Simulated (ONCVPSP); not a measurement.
**La, ONCV: configuration errors across variants**

- Element: lanthanum (La)
- Generator: ONCVPSP 4.0.1
- Type: optimised norm-conserving Vanderbilt (ONCV)
- Functional: PBEsol
- Relativity: scalar-relativistic
- Frozen core: [Kr] 4d10
- Valence charge: 11
- Reference configuration: 5s2 5p6 5d1 6s2
- Partial waves: 5s+6s: rc 2.65 bohr, ncon 4, nbas 9, qcut 5.1 1/bohr, 2 projectors; 5p: rc 2.80 bohr, ncon 4, nbas 7, qcut 5.8 1/bohr, 2 projectors, debl 2.2 Ha; 5d: rc 3.30 bohr, ncon 3, nbas 7, qcut 4.9 1/bohr, 2 projectors, debl 2.3 Ha; f scattering state at 0.15 Ha: rc 2.85 bohr, ncon 4, nbas 7, qcut 3.7 1/bohr, 2 projectors, debl 3 Ha
- Local potential: polynomial inside 2.40 bohr (lpopt 5, dvloc0 4 Ha)
- Core correction: Teter function, fcfact 2.75, rcfact 1.7

In the f channel the program set the typed energies aside and used -0.161, 2.839 Ha.

All-electron excitation energies from the reference (eV): (1) 5s2 5p6 5d1 6s1 6.000; (2) 5s2 5p6 5d1 6s0 16.848; (3) 5s2 5p6 5d0 6s0 35.755; (4) 5s2 5p5 5d1 6s2 26.982.

A true bound ghost makes a file unfit for plane-wave use even where its test errors are small: the radial tests pick states by their node count and pass the ghost by.

Errors AE − PS in meV (a dash: test not solved or not reliable):

```
              change   (1)  (2)  (3)  (4)  bound ghosts  GHOST(+) flags above zero
                base  -2.0  -11  -23  -62             f                          f
          p: rc 2.46  -2.1  -12  -25  -44             f                          f
d: rc 2.65, qcut 6.1  -2.0  -12  -23  -62             f                          f
```

Task: Give the same row for: local potential polynomial inside 2.40 bohr (lpopt 5, dvloc0 2.5 Ha).

Result: -2.0, -12, -23, -62; bound ghosts: f; GHOST(+) flags above zero: s, p.
